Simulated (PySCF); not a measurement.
Compound: CH₉O₂Si₃ (doublet state).
Z-matrix (Å and degrees, GFN2-xTB geometry), rows numbered from 1:
```
O 
C   1  1.3575
Si  2  1.8483  1  122.17
Si  3  2.3139  2  118.75  1   108.12
O   3  1.6498  2   99.29  1    -8.75
Si  5  1.6135  3  155.06  2   172.15
H   1  0.9673  2  107.69  3    10.19
H   2  1.0792  1  111.29  3   169.13
H   3  1.4744  2  110.18  1  -118.07
H   4  1.4673  3  109.69  2    70.38
H   4  1.4688  3  114.44  2   -49.46
H   4  1.4697  3  113.46  2  -170.80
H   6  1.4622  5  108.15  3   -48.81
H   6  1.4605  5  108.27  3    72.12
H   6  1.4626  5  103.55  3  -168.14
```

The hyperfine couplings belong to this conformer and change with its torsions.

Identity: `O[CH][Si@H]([SiH3])O[SiH3]` [radical].

Method: UKS B3LYP, pcH-1 on C H O Si, non-relativistic, mean-field spin-orbit, GIAO in PySCF 2.14.0. One conformer (not necessarily the lowest) at the GFN2-xTB geometry, without solvent, vibrations or thermal averaging. Couplings are sensitive to structure, and on GFN2-xTB geometries they can be far from those on DFT ones. Stability of the SCF solution: not tested.

The isotropic 17O couplings are -23.5, +1.3 MHz. Assign them to O1; O5.

```tsv
site	a_iso (MHz)	ρ(0) (bohr⁻³)	position	distance from C2 (Å)	spin population	largest |T| (MHz)
O1	-23.5	+0.0388	1 bond from C2	1.36	+0.16	78.2
O5	+1.3	-0.0021	2 bonds from C2	2.67	0.00	0.6
```

The isotropic 29Si couplings are -60.0, +40.2, +0.8 MHz. Assign them to Si3; Si4; Si6.

```tsv
site	a_iso (MHz)	ρ(0) (bohr⁻³)	position	distance from C2 (Å)	spin population	largest |T| (MHz)
Si3	+40.2	-0.0453	1 bond from C2	1.85	-0.01	2.9
Si4	-60.0	+0.0676	2 bonds from C2	3.59	+0.04	8.8
Si6	+0.8	-0.0009	3 bonds from C2	4.23	0.00	0.3
```

The isotropic 1H couplings, averaged over equivalent nuclei, are -50.2, +46.9, -14.4, +4.5, +0.2 MHz. Assign them to H7; H8; H9; H10/H11/H12; H13/H14/H15.

| site | a_iso (MHz) | ρ(0) (bohr⁻³) | position | distance from C2 (Å) | bound to | spin population there | largest \|T\| (MHz) |
| --- | --- | --- | --- | --- | --- | --- | --- |
| H7 | -14.4 | -0.0032 | β, 2 bonds from C2, on O1 of spin population +0.16 | 1.89 | O1 | +0.16 | 25.0 |
| H8 | -50.2 | -0.0112 | α, 1 bond from C2 | 1.08 | C2 | +0.82 | 32.4 |
| H9 | +46.9 | +0.0105 | β, 2 bonds from C2 | 2.73 | Si3 | -0.01 | 5.4 |
| H10/H11/H12 | +4.5 | +0.0010 | γ, 3 bonds from C2 | 4.30 | Si4 | +0.04 | 2.1 |
| H13/H14/H15 | +0.2 | 0.0000 | 4 bonds from C2 | 4.84 | Si6 | 0.00 | 1.3 |

ρ(0) is the spin density at the nucleus and T the dipolar tensor; a_iso includes a spin–orbit part; entries for several nuclei are means. The Mulliken spin populations are largest on C2 (+0.82) and O1 (+0.16). The angles at C2 add up to 359.0°, so it is planar; its axial dipolar tensor and the negative coupling of its proton fit spin in a p orbital normal to that plane.

Examples of negative spin density at the nucleus (bohr⁻³): Si3 (-0.0453), H8 (-0.0112) and H7 (-0.0032).

Class means assume fast exchange of nuclei equivalent by connectivity; if that motion is slow, each nucleus keeps its own coupling. The three 1H nuclei of mean +4.5 MHz run from -2.2 to 17.6 MHz in the frozen geometry.
